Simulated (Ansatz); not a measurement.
Input for Ansatz (a quantum-chemistry and plane-wave program): U-CCSD(T)/def2-SVP on ClFGeH2 (SMILES [F][GeH2][Cl]), a point of a bond scan (R = 5.571 Å). The run froze 20 orbitals, filled d shells among them.

Ansatz 0.2 input:
```yaml
crystal:
  periodic: [false, false, false]
  atoms:
    - {symbol: Ge, position_ang: [-0.48721924, -0.28782149, 0.04175761]}
    - {symbol: F, position_ang: [-2.67351063, 4.83655976, 0.01803191]}
    - {symbol: Cl, position_ang: [1.64415390, -0.04137166, -0.10759465]}
    - {symbol: H, position_ang: [-0.82640627, -0.91124549, 1.39620161]}
    - {symbol: H, position_ang: [-0.99927659, -0.99707760, -1.21242615]}
basis:
  gaussian:
    orbitals: def2-SVP
correlation: {method: ccsd_t, electrons: outside_noble_gas}
scf: {omitted_lower_state_checks: [cluster_reference]}
magnetization: {spin_polarized: true, initial_magnetization: 0}
```

Program output:

```
WARN ansatz: RAYON_NUM_THREADS=1 ignored (pool sized by the plan → 1); use --threads N
Functional definition: HF
these checks for a lower state are left out or cut short: cluster_reference
integrals: 0.08 GiB planned
702 factors; integrals over basis functions are off by at most 1.4e-3 eV
mean field: 0.28 GiB planned
mean field evaluation 1: about -71690.0412 eV, gradient 3.1e1 eV
mean field evaluation 2: about -71690.0422 eV, gradient 3.1e1 eV
mean field evaluation 4: about -71692.0129 eV, gradient 2.4e1 eV
mean field evaluation 8: about -71694.0225 eV, gradient 2.1e0 eV
mean field evaluation 16: about -71694.2564 eV, gradient 2.5e-1 eV
mean field evaluation 32: about -71699.5614 eV, gradient 3.9e-6 eV
mean field evaluation 64: about -71699.5595 eV, gradient 4.6e-1 eV
mean field evaluation 96: about -71699.5613 eV, gradient 4.3e-3 eV
mean field evaluation 128: about -71699.5606 eV, gradient 1.6e-2 eV
mean field evaluation 160: about -71695.6643 eV, gradient 5.3e0 eV
mean field evaluation 192: about -71544.4246 eV, gradient 9.8e1 eV
mean field evaluation 224: about -71699.5613 eV, gradient 4.3e-2 eV
mean field -71699.56141860 eV, -2634.9102824252 hartree, gradient 3.8e-10 eV, S^2 1.006014; 14 other end points of the search recorded, 0 dependent functions left out
20 core orbitals not correlated
reference -71699.56141860 eV, -2634.9102824252 hartree; 10, 10 occupied and 44, 44 virtual orbitals, 702 factors
second order -9.58537213 eV of doubles, -0.00000000 eV of singles
coupled cluster: 0.20 GiB planned
cycle   1  -10.42035052 eV  change   -8.3e-1 eV  update   6.3e-2
cycle   2  -10.68410480 eV  change   -2.6e-1 eV  update   2.1e-2
cycle   3  -10.71484875 eV  change   -3.1e-2 eV  update   8.7e-3
cycle   4  -10.71161731 eV  change    3.2e-3 eV  update   3.4e-3
cycle   5  -10.71113827 eV  change    4.8e-4 eV  update   1.4e-3
cycle   6  -10.71132622 eV  change   -1.9e-4 eV  update   4.8e-4
cycle   7  -10.71141761 eV  change   -9.1e-5 eV  update   1.6e-4
cycle   8  -10.71143332 eV  change   -1.6e-5 eV  update   4.9e-5
cycle   9  -10.71142398 eV  change    9.3e-6 eV  update   2.0e-5
coupled cluster: 0.20 GiB planned
perturbative correction -0.16752344 eV, -0.0061563728 hartree
Total energy: -71710.44036602 eV, -2635.3100763688 hartree
Checks for a lower state left out: cluster_reference
```

The calculation finished and met its thresholds. Its determinant has ⟨S²⟩ = 1.01, a mixture of spin states.

Cost: about 26 core-seconds (a rough figure).
